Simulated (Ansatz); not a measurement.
Abridged output of a molecular run in Ansatz:

```
Functional definition: HF
1573 factors; integrals over basis functions are off by at most 1.4e-3 eV
mean field evaluation 1: about -5566.5162 eV, gradient 3.8e1 eV
mean field evaluation 2: about -5566.7245 eV, gradient 3.8e1 eV
mean field evaluation 4: about -5570.4296 eV, gradient 5.1e0 eV
mean field evaluation 8: about -5570.5041 eV, gradient 2.7e-1 eV
mean field -5570.50461306 eV, -204.7122687065 hartree, gradient 3.9e-6 eV, S^2 0.000000; 0 other end points of the search recorded, 0 dependent functions left out
5 core orbitals not correlated: weight in the atoms' cores, before any rotation towards them, 1.000 or more for the frozen orbitals, at most 0.000 for the correlated occupied ones
reference -5570.50461306 eV, -204.7122687065 hartree; 14, 14 occupied and 248, 248 virtual orbitals, 1573 factors
second order -21.35164585 eV of doubles, -0.00000000 eV of singles
cycle   1  -22.12248097 eV  change   -7.7e-1 eV  update   1.0e-1
cycle   2  -22.66652432 eV  change   -5.4e-1 eV  update   3.0e-2
cycle   3  -22.79037522 eV  change   -1.2e-1 eV  update   1.7e-2
cycle   4  -22.78037624 eV  change    1.0e-2 eV  update   4.8e-3
cycle   5  -22.77898328 eV  change    1.4e-3 eV  update   2.4e-3
cycle   6  -22.77941473 eV  change   -4.3e-4 eV  update   7.5e-4
cycle   7  -22.77908569 eV  change    3.3e-4 eV  update   2.8e-4
cycle   8  -22.77906391 eV  change    2.2e-5 eV  update   1.2e-4
cycle   9  -22.77911964 eV  change   -5.6e-5 eV  update   5.7e-5
cycle  10  -22.77909539 eV  change    2.4e-5 eV  update   3.0e-5
perturbative correction -0.84307352 eV, -0.0309823803 hartree
Total energy: -5594.12678197 eV, -205.5803674021 hartree
```

Its atoms:

Z-matrix (Å, degrees):
```
C
B 1 1.562
H 1 1.094 2 112.9
H 1 1.091 2 116.5 3 -128.1
H 1 1.102 2 105.1 3 113.3
B 2 1.684 1 125.2 3 136.1
H 2 1.207 1 116.0 3 -41.0
O 6 1.349 2 128.4 1 91.3
H 6 1.210 2 117.8 1 -89.0
C 8 1.410 6 122.0 2 -0.3
H 10 1.092 8 109.1 6 123.1
H 10 1.096 8 111.8 6 2.6
H 10 1.092 8 109.3 6 -118.2
```

Task: Which basis set was used?
A. def2-TZVPP
B. cc-pV(Q+d)Z
C. def2-SVP
D. def2-SVPD

Result: A. It gives 267 functions.

Task: Write the keys of the input that set method, charge and spin (a neutral closed shell needs none for the last two).

Result: 
```yaml
correlation: {method: ccsd_t}
```
